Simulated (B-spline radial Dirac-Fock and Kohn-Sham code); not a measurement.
**Internal conversion coefficients of Hg at 16.6 keV**

Z = 80 (mercury), transition energy 16.6 keV. These are calculated numbers from a radial B-spline solver; the model is a Dirac-Hartree-Slater potential of the neutral atom with a Latter tail (no hole, which puts coefficients of high multipoles low close above an edge), finite nucleus with surface currents. The K shell is not open to conversion at this energy. Subshells that would emit electrons below 1 keV are left out.

The run's input, task.json:

```json
{"items": [{
  "Z": 80,
  "q": 0,
  "cfg": [[1, 0, 2], [2, 0, 2], [2, 1, 6], [3, 0, 2], [3, 1, 6], [3, 2, 10], [4, 0, 2], [4, 1, 6], [4, 2, 10], [4, 3, 14], [5, 0, 2], [5, 1, 6], [5, 2, 10], [6, 0, 2]],
  "A": 202,
  "rrms": 5.4648,
  "do": "conversion",
  "gamma": [16.6],
  "edges": {"L1": 14839.0, "L2": 14209.0, "L3": 12284.0, "M1": 3562.0, "M2": 3279.0, "M3": 2847.0, "M4": 2385.0, "M5": 2295.0, "N1": 802.2, "N2": 680.2, "N3": 576.6, "N4": 378.2, "N5": 358.8, "N6": 104.0, "N7": 99.9, "O1": 127.0, "O2": 83.1, "O3": 64.5}
}]}
```

Launch: `python xray2_run.py task.json out`

```tsv
subshell	electron energy (keV)	E1	E4	M1	M2	M5
L1	1.76	1.42	38600	199	36700	4.41e+07
L2	2.39	2.74	3.18e+07	21.2	1360	525000
L3	4.32	4.14	5.78e+07	2.21	23600	5.49e+10
M1	13.04	0.384	186000	46.2	10000	1.20e+09
M2	13.32	0.459	4.16e+07	5.25	517	3.94e+07
M3	13.75	0.722	4.47e+07	0.540	6500	7.77e+10
M4	14.22	0.242	8.72e+07	0.0757	110	8.63e+08
M5	14.31	0.312	1.10e+08	0.0420	7.40	8.33e+10
N1	15.80	0.102	78100	11.9	2680	5.35e+08
N2	15.92	0.109	1.34e+07	1.32	141	1.92e+07
N3	16.02	0.168	1.34e+07	0.133	1640	2.57e+10
N4	16.22	0.0545	2.47e+07	0.0191	29.8	3.07e+08
N5	16.24	0.0699	3.08e+07	0.0104	1.95	2.52e+10
N6	16.50	0.00318	90100	0.000386	0.0445	3.80e+07
N7	16.50	0.00389	181000	0.000306	0.0176	3.89e+08
total		11.0	4.67e+08	291	84300	2.78e+11
```

Question: For a pure M5 transition, what fraction of decays emits a photon?

Answer: 1/(1 + α) = 3.60e-12 with the total α = 2.78e+11; the total includes the outer subshells that are not listed.
